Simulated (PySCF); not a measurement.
C₃H₁₀O₂Si.

```xyz
16

C      2.9314    -0.0734    -0.6817
C      1.5187     0.4277    -0.8730
O      0.6564    -0.2360     0.0151
Si    -0.8851     0.2586     0.4065
C     -2.1163    -0.1359    -0.9253
O     -1.3440    -0.5873     1.7548
H      3.6214     0.4220    -1.3814
H      3.2736     0.1233     0.3454
H      2.9782    -1.1590    -0.8536
H      1.4813     1.5235    -0.7096
H      1.1978     0.2541    -1.9187
H     -0.8173     1.7334     0.6703
H     -3.1305     0.1734    -0.6293
H     -1.8617     0.3826    -1.8628
H     -2.1292    -1.2192    -1.1207
H     -0.7236    -0.5789     2.4893
```
Charge 0, spin multiplicity 1.

The structure is a stationary point at PBE0-D3(BJ)/def2-SVP. The structure was generated by enumeration; whether it is a known compound was not checked. The values are those of a single conformer.

Method: PBE0/pcSseg-1 (PySCF). Non-relativistic, no solvent.

Computed absolute GIAO shielding of each atom: isotropic value and principal components (ppm):
| atom | σ(iso) | σ11 | σ22 | σ33 | span |
|---|---|---|---|---|---|
| C1 | 164.3 | 147.2 | 162.0 | 183.6 | 36.4 |
| C2 | 125.3 | 98.7 | 111.2 | 166.0 | 67.3 |
| O3 | 267.7 | 234.9 | 253.0 | 315.4 | 80.5 |
| Si4 | 358.2 | 321.1 | 371.8 | 381.6 | 60.5 |
| C5 | 186.5 | 182.0 | 182.6 | 194.8 | 12.8 |
| O6 | 283.2 | 246.9 | 295.1 | 307.5 | 60.6 |
| H7 | 30.4 | 26.6 | 27.4 | 37.1 | 10.5 |
| H8 | 30.0 | 26.3 | 28.3 | 35.3 | 9.0 |
| H9 | 29.8 | 26.1 | 28.2 | 35.1 | 8.9 |
| H10 | 27.7 | 22.8 | 28.1 | 32.1 | 9.3 |
| H11 | 27.7 | 21.9 | 28.7 | 32.5 | 10.5 |
| H12 | 26.3 | 23.5 | 24.1 | 31.3 | 7.8 |
| H13 | 31.0 | 26.8 | 28.2 | 38.1 | 11.3 |
| H14 | 31.3 | 26.9 | 29.6 | 37.4 | 10.5 |
| H15 | 31.0 | 27.1 | 28.4 | 37.6 | 10.5 |
| H16 | 29.7 | 21.5 | 25.1 | 42.6 | 21.0 |
